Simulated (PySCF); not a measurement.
## Arsenic: a sound run and one with changed settings

Sound run: As [Ar] 3d10 4s2 4p3, As⁺ [Ar] 3d10 4s2 4p2. All numbers are calculated (PySCF 2.14, the non-relativistic Hamiltonian (point nucleus), in def2-TZVP). The sound run starts from symmetry-adapted Hartree-Fock orbitals and uses a fine grid where one is needed.

Changed run: 14 angular points. This setting is unsound on purpose.

```json
{"species": "As", "method": "UHF", "sound run (hartree)": "-2234.19417", "changed run (hartree)": "-2234.19417", "converged": "yes"}
{"species": "As", "method": "M06-L", "sound run (hartree)": "-2235.73660", "changed run (hartree)": "-2235.73660", "converged": "yes"}
{"species": "As", "method": "LDA", "sound run (hartree)": "-2232.51488", "changed run (hartree)": "-2232.51488", "converged": "yes"}
{"species": "As⁺", "method": "UHF", "sound run (hartree)": "-2233.84690", "changed run (hartree)": "-2233.84690", "converged": "yes"}
{"species": "As⁺", "method": "M06-L", "sound run (hartree)": "-2235.37971", "changed run (hartree)": "-2235.38135", "converged": "yes"}
{"species": "As⁺", "method": "LDA", "sound run (hartree)": "-2232.14542", "changed run (hartree)": "-2232.14635", "converged": "yes"}
```

Ionisation energy of As:

```tsv
method	sound run (eV)	changed run (eV)
UHF	9.450	9.450
M06-L	9.711	9.667
LDA	10.053	10.028
```

A coarse angular grid integrates products of high-l functions wrongly, so density functionals can shift, and the SCF can exploit the error; Hartree-Fock and MP2 need no grid.

For comparison, NIST gives 9.789 eV between the lowest levels.
